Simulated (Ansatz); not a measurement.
Calculated with Ansatz (gas phase, PBE0-D4/def2-TZVP geometries, no zero-point term in ΔE). CBS: MP2 limit from def2 TZ/QZ plus the TZ coupled-cluster correction, frozen cores. This one scheme is used for every species. For Zn outer-core shells are correlated without core-valence functions, which leaves a few kJ/mol of doubt a bond. Scalar relativity is left out up to krypton. Each species was taken in one conformer, which may not be the lowest.

Reaction (ligand exchange at a Zn–N bond): `[NH2][Zn][N]([SiH3])[SiH3]` + H–F → `[F][Zn][N]([SiH3])[SiH3]` + NH₃

```
                     species  CCSD(T)/def2-TZVPP energy (Eh)
`[NH2][Zn][N]([SiH3])[SiH3]`                     -2470.59706
                         H–F                      -100.34454
  `[F][Zn][N]([SiH3])[SiH3]`                     -2514.48413
                         NH₃                       -56.47595
```

Question: Work out ΔE.

Answer: ΔE = (-2514.48413) + (-56.47595) − (-2470.59706) − (-100.34454) = -0.01848 Eh = -11.6 kcal/mol. CCSD(T)/CBS gives -12.4 kcal/mol.

Question: What do rigid-rotor, harmonic-oscillator terms from PBE0-D4/def2-TZVP frequencies (298.15 K, 1 bar) make of the CCSD(T)/CBS value? (Estimate.)

Answer: Computed: ΔZPE = +1.3 kcal/mol, ΔH = -11.4 kcal/mol, ΔS = -5 J/(mol·K), ΔG = -11.0 kcal/mol.

Largest T1 diagnostic among the species: 0.016.

In def2-TZVPP, CCSD(T) changes the Hartree–Fock value by +6.0 kcal/mol (the triples alone add +0.8 kcal/mol) and MP2 by +7.4 kcal/mol. At CCSD(T), def2-SVP lies −3.5 kcal/mol from the extrapolated value and def2-TZVPP +0.8 kcal/mol.
